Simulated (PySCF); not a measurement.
**Basis and Hamiltonian dependence of the excitation energy of Nb²⁺**

Nb²⁺ [Kr] 4d3 (4F) → Nb²⁺ [Kr] 4d2 5s1, s spin flipped. Calculated with PySCF 2.14 from differences of total energies of unrestricted determinants, without spin-orbit coupling. Values in eV.

```csv
basis,Hamiltonian,functions,UHF,PBE,PBE0,MP2 (valence)
aug-cc-pVDZ-PP with ECP28MDF,ECP,54,3.977,3.888,4.019,3.853
x2c-TZVPPall,spin-free X2C,79,3.859,4.001,4.089,3.769
"x2c-TZVPPall with one added diffuse shell each of s, p, d, f type",spin-free X2C,95,3.854,3.984,4.074,3.760
x2c-QZVPPall,spin-free X2C,111,3.813,3.901,3.999,3.705
aug-cc-pwCVTZ-PP with ECP28MDF,ECP,122,3.828,3.768,3.897,3.721
aug-cc-pwCVTZ-DK,spin-free X2C,136,3.811,3.902,3.998,3.700
```

Frozen in the all-electron rows: valence: [Kr]; with a core potential, the same shells as far as they lie outside it.

In the upper determinant the s electron has its spin opposite to the other open shell, which mixes two multiplicities.
